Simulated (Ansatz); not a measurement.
Geometry optimisation, RKS r2SCAN-D4/def2-SVP (Ansatz 0.2.0).

input.yaml

```yaml
crystal:
  periodic: [false, false, false]
  atoms:
    - { symbol: Si, position_ang: [0.049879, -0.595008, -0.338656] }
    - { symbol: "N", position_ang: [0.398585, 0.209809, 2.542172] }
    - { symbol: H, position_ang: [-0.447476, 0.519199, 3.027498] }
    - { symbol: H, position_ang: [1.173282, 0.737487, 2.947507] }
    - { symbol: H, position_ang: [1.035464, 0.507608, -0.359017] }
    - { symbol: H, position_ang: [-1.306824, -0.191808, 0.105029] }
    - { symbol: F, position_ang: [-0.143062, -1.107935, -1.879183] }
    - { symbol: S, position_ang: [0.839479, -2.302526, 0.720357] }
    - { symbol: H, position_ang: [0.271178, -3.194439, -0.129952] }
    - { symbol: H, position_ang: [0.539295, -0.783987, 2.814544] }
basis:
  gaussian: { orbitals: def2-SVP }
hamiltonian:
  xc: r2scan
  dispersion: d4
relax:
  f_tol: 0.03
  max_steps: 50
```

Launched with:

```bash
$ ansatz run input.yaml --threads 2 --pin off --max-ram 3072MiB --backend cpu --events-out ev --progress --plain --runs-dir out
```

Where does it end, and by what steps?

It converged. The force dipped under the threshold on the way, but the program's further checks kept it going. After 11 steps the energy has fallen by 0.247 eV; H3 moved furthest, 0.87 Å.

```tsv
step	energy less start (eV)	largest force component (eV/Å)	accepted
0	0.0000	0.770	yes
1	-0.0438	1.153	yes
2	-0.1042	1.016	yes
3	-0.1342	1.042	yes
4	-0.1830	0.379	yes
5	-0.2127	0.334	yes
6	-0.2302	0.172	yes
7	-0.2414	0.114	yes
8	-0.1994	1.116	no
9	-0.2458	0.026	yes
10	-0.2457	0.152	no
11	-0.2465	0.028	yes
```

```xyz
10
Properties=species:S:1:pos:R:3
Si -0.016 -0.563 0.067
N 0.342 0.029 2.256
H -0.017 0.972 2.418
H 1.333 0.034 2.509
H 0.871 0.618 -0.125
H -1.415 -0.273 0.491
F -0.262 -1.022 -1.503
S 0.892 -2.387 0.806
H 0.811 -3.017 -0.386
H -0.130 -0.594 2.916
```

Whether the end is a true minimum wasn't checked by a vibrational analysis.

Run time: 38 s on 2 threads of Arm Neoverse V2 (shared host), peak memory 0.17 GiB.
